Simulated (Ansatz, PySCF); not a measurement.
SiBr₂, SMILES Br[Si]Br (connectivity only; charge and spin as stated), neutral, multiplicity 1.

Geometry optimised at B3LYP-D3(BJ)/def2-TZVP. The isomer is the one that the SMILES or the coordinates give; other isomers of the formula were not compared.

Vertical ionisation energy (IE) and electron affinity (EA) in eV. Rows of orbital energies are one-electron estimates. Where ΔSCF, EOM or ADC give a negative EA the extra electron is unbound and the value depends on the basis.

```csv
level,IE,EA
"−ε(HOMO), −ε(LUMO), PBE0/def2-TZVPD (PySCF)",7.62,3.17
"−ε(HOMO), −ε(LUMO), PBE/def2-TZVPD (PySCF)",6.57,3.89
ADC(2)/aug-cc-pVDZ (PySCF),9.35,1.52
"ΔSCF, CAM-B3LYP/def2-SVPD (Ansatz), final states of multiplicity 2 and 2",9.81,1.41
"ΔSCF, PBE/def2-SVPD (Ansatz), final states of multiplicity 2 and 2",9.49,1.27
```

What vertical singlet–triplet gap does ΔSCF give with CAM-B3LYP/def2-SVPD (Ansatz, a quantum-chemistry and plane-wave program) and with PBE/def2-SVPD (Ansatz)? (The exact figures need the calculation; the answer reports its results.)

2.22 and 2.14 eV (triplet above singlet where positive).

Beyond the first one, list the lowest photoelectron lines from ADC(2)/aug-cc-pVDZ in PySCF with their pole strengths (two spins summed). (An estimate is asked for; the answer gives what the named calculation found.)

10.17 eV (1.79), 10.65 eV (1.79), 11.51 eV (1.79), 11.68 eV (1.77), 12.73 eV (1.78).
